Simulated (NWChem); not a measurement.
**Extrapolating the MP2 correlation energy of CClF**

```
C
F 1 1.2918
Cl 1 1.7615 2 106.66
```
Charge 0, spin multiplicity 1.

All runs are NWChem calculations. Structure: optimised with B3LYP/def2-SVP, a minimum by its harmonic frequencies.

The correlated methods keep 7 core orbitals frozen. The structure started from a generated list of species.

Worked example. The MP2 correlation energy is -573.66 mHa in cc-pVTZ and -625.15 mHa in cc-pVQZ. The form E(X) = E∞ + A/X³ turns the pair into an estimate of the basis-set limit.

E∞ = (4³·(-625.15) − 3³·(-573.66))/(4³ − 3³) = -662.7 mHa. The larger basis holds 94 % of that, at about 7 times the processor time of the smaller one. This is a two-point estimate.
